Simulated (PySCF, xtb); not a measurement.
p-cresol (C7H8O), SMILES c1c(ccc(c1)C)O.

GFN2-xTB (xtb) at its own geometry gives an orbital gap of 4.20 eV and a dipole moment of 1.60 D.

The structure is a stationary point at B3LYP-D3(BJ)/def2-SVP. Other conformers were not sampled.

Problem. What does B3LYP/def2-TZVP (PySCF) give? (An estimate is asked for; the answer gives what the named calculation found.)

Solution. gap 5.58 eV (levels -6.05 and -0.46 eV), dipole 1.29 D.
